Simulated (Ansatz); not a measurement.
`N=C[SiH2]N` + H₂Se → `N=C[SeH]` + `N[SiH3]`  (substitution at a C–Si bond)

Program: Ansatz. Geometries: PBE0-D4/def2-TZVP. ΔE: electronic, gas phase. CCSD(T)/CBS is the MP2 limit (def2-TZVPP, def2-QZVPP) plus CCSD(T) − MP2 in def2-TZVPP, frozen cores. This one scheme is used for every species. For Se outer-core shells are correlated without core-valence functions, which leaves a few kJ/mol of doubt a bond. Scalar relativity is left out up to krypton. One conformer a species, not always the lowest.

| species | CCSD(T)/CBS(def2) energy (Eh) |
| --- | --- |
| `N=C[SiH2]N` | -440.14310 |
| H₂Se | -2401.89790 |
| `N=C[SeH]` | -2495.22891 |
| `N[SiH3]` | -346.80422 |

Task: Work out ΔE.

Result: ΔE = (-2495.22891) + (-346.80422) − (-440.14310) − (-2401.89790) = 0.00787 Eh = +0.21 eV.

Largest T1 diagnostic among the species: 0.012.

Leaving LDA and LC-ωPBE aside and taking each functional with its dispersion term where it has one, the values, not all of them listed here, spread over 0.12 eV, from revPBE-D4 to ωB97M-V. From r2SCAN to r2SCAN0 (25 % exact exchange), in def2-TZVPP and without D4, ΔE moves by +0.04 eV. At CCSD(T), def2-SVP lies +0.04 eV from the extrapolated value and def2-TZVPP −0.02 eV.
